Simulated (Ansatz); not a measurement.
TiH₃. Charge 0, multiplicity 2. Geometry PBE-D4/def2-TZVP, basis def2-TZVP, Ansatz.

```
run  HOMO (eV)  LUMO (eV)
  A      -6.00      -3.09
  B      -5.48      -3.74
  C      -4.84      -4.01
  D      -8.22      -1.19
  E      -5.33      -3.68
  F      -4.79      -3.87
```

HOMO and LUMO are taken over both spins.

Question: The runs used B97M-V, BLYP, CAM-B3LYP, PBE, r2SCAN, r2SCANh. Estimate which is which.

Answer: A r2SCANh (10 % exact exchange); B B97M-V (0 % exact exchange); C PBE (0 % exact exchange); D CAM-B3LYP (range-separated); E r2SCAN (0 % exact exchange); F BLYP (0 % exact exchange). Exact exchange lowers occupied and raises empty levels; among semilocal functionals meta-GGAs tend to open the gap a little, and such runs are hard to tell apart. The gap grows from 0.83 eV (PBE) to 7.03 eV (CAM-B3LYP).
